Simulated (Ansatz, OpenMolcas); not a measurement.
# AlF3 (SMILES F[Al](F)F): methods side by side

AlF3: 4 atoms, total charge 0, spin state singlet. SMILES: `F[Al](F)F`. The shape is that of a PBE0-D4/def2-TZVP optimisation.

Quantity: the HOMO–LUMO gap, in eV. The values are calculated.

```tsv
level	kind	program	value (eV)	CPU time
HF/6-311+G**	Hartree–Fock	OpenMolcas	17.97	7.8 s
SVWN5/6-311+G**	LDA	OpenMolcas	7.18	11 s
BLYP/6-311+G**	GGA	OpenMolcas	7.07	15 s
r2SCAN/6-311+G**	meta-GGA	Ansatz	8.18	6.4 s
BHLYP/6-311+G**	global hybrid	Ansatz	12.77	4.5 s
CAM-B3LYP/6-311+G**	range-separated hybrid	Ansatz	12.41	4.5 s
wB97X/6-311+G**	range-separated hybrid	Ansatz	14.64	14 s
PBE-QIDH/6-311+G**	double hybrid	Ansatz	15.06	5.7 s
```

The values span 7.07 to 17.97 eV. Orbital gaps aren't excitation energies, and those of double hybrids come from the SCF part alone; they tend to grow with the share of exact exchange. Times are those of the runs behind each value, whatever else they computed, on shared processors of several kinds: orders of magnitude only.
